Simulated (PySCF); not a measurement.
Zr(OH)2 (H2O2Zr), SMILES [OH][Zr][OH] (connectivity only; charge and spin as stated), neutral, multiplicity 3.

The structure is a stationary point at PBE0-D3(BJ)/def2-TZVP. The spin state was assumed, not searched. The def2 effective core potentials stand for the cores of Zr; spin–orbit coupling is left out. Other conformers were not sampled.

Two levels are set side by side: PBE/def2-TZVPD (PySCF) and CAM-B3LYP/def2-TZVPD (PySCF). Same geometry, gas phase. Differences are taken from unrounded values.

| quantity | PBE |
|---|---|
| α-spin orbital gap (eV) | 0.64 |
| β-spin orbital gap (eV) | 5.02 |
| dipole moment (D) | 1.19 |
| mean polarisability (bohr³) | 88.2 |

These are the PBE values. What does CAM-B3LYP give? (An estimate is asked for; the answer gives what the named calculation found.)


| quantity | CAM-B3LYP | PBE minus CAM-B3LYP |
|---|---|---|
| α-spin orbital gap (eV) | 5.40 | -4.76 |
| β-spin orbital gap (eV) | 9.28 | -4.26 |
| dipole moment (D) | 1.15 | 0.04 |
| mean polarisability (bohr³) | 81.5 | 6.7 |

PBE's more diffuse valence density responds more strongly to a field. Differences between two approximate levels are no errors against the true value.

Rough cost on one machine, each run with all the roots and properties that it gave: CAM-B3LYP against PBE within a factor of 2.
